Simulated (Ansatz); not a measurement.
`C#CC(=C)[SiH3]` + `C[NH][GeH3]` → `C[N]([SiH3])[GeH3]` + `C#CC=C`  (ligand exchange at the Si–C bond)

Gas-phase electronic energies from Ansatz, PBE0-D4/def2-TZVP geometries. CCSD(T)/CBS adds triple-zeta CCSD(T) − MP2 to the extrapolated MP2 energy (def2 sets, frozen cores). DFT in def2-TZVPP. B3LYP here is the variant with VWN-RPA as its local correlation; programs differ in this. For Ge outer-core shells are correlated without core-valence functions, which leaves a few kJ/mol of doubt a bond. Scalar relativity is left out up to krypton.

```csv
level,ΔE (kJ/mol)
PBE0-D4,-48.8
B3LYP,-50.3
```

Question: What does CCSD(T)/CBS give? (Estimate.)

Answer: Ansatz gave: -54.8 kJ/mol. The listed levels differ from it by 6.0, 4.5 kJ/mol.

Largest T1 diagnostic among the species: 0.013.

From PBE to PBE0 (25 % exact exchange), in def2-TZVPP and without D4, ΔE moves by −3.8 kJ/mol.
